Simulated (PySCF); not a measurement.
ClGaH₂O₂, SMILES [OH][Ga]([Cl])[OH].

Coordinates come from a B3LYP-D3(BJ)/def2-SVP optimisation. One conformer was computed; it need not be the lowest.

These are IEF-PCM-B3LYP/def2-SVP run with PySCF values and carry that method's errors.

The values are the electrostatic part of the solvation free energy, E(continuum) − E(gas) at the gas-phase geometry, in a cavity of scaled van der Waals radii (PySCF's table); cavitation and dispersion terms are not included. A continuum can't describe solvent molecules that bind to the metal. In vacuum the orbital gap is 7.20 eV. The dipole moment in vacuum is 1.74 D.

**Question.** Estimate the values in water (ε = 78.36), toluene (ε = 2.37), benzene (ε = 2.27). (Estimate from the structure and the level; the computed values follow.)

**Answer.** 
| solvent | ε | ΔG(elec) (kcal/mol) | dipole (D) | gap (eV) |
|---|---|---|---|---|
| water | 78.36 | -8.9 | 2.20 | 7.30 |
| toluene | 2.37 | -4.1 | 1.94 | 7.24 |
| benzene | 2.27 | -4.0 | 1.93 | 7.24 |
